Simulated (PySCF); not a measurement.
**How methods differ on the ionisation energy of Ti⁹⁺**

Ti⁹⁺ [Ne] 3s2 3p1 [3p1/2^1, M_J = 1/2] → Ti¹⁰⁺ [Ne] 3s2, as a difference of total energies. Calculation: PySCF 2.14, in an uncontracted even-tempered set (20 s from 0.53 bohr⁻², ratio 2.4; 13 p from 0.69 bohr⁻², ratio 2.4; 5 d from 3.1 bohr⁻², ratio 2.6; 4 f from 4.7 bohr⁻², ratio 2.6); the two-component X2C-1e Hamiltonian. Correlated levels: 1s2 frozen; the 52 highest virtual spinors dropped. "Screened" scales the spin-orbit matrix elements by Boettger's factors to mimic the two-electron term; Breit and QED terms are absent.

```csv
method,ionisation energy (eV)
GHF (spin-free),215.26
GMP2 (spin-free),215.67
GHF (screened spin-orbit),215.90
GMP2 (screened spin-orbit),216.33
```

Task: Which method comes closest to the reference value, and which is furthest?

Result: The reference is 215.92 ± 0.12 eV (measured; NIST Atomic Spectra Database, ionization energies). Closest: GHF (screened spin-orbit) (error -0.020 eV); furthest: GHF (spin-free) (error -0.660 eV).
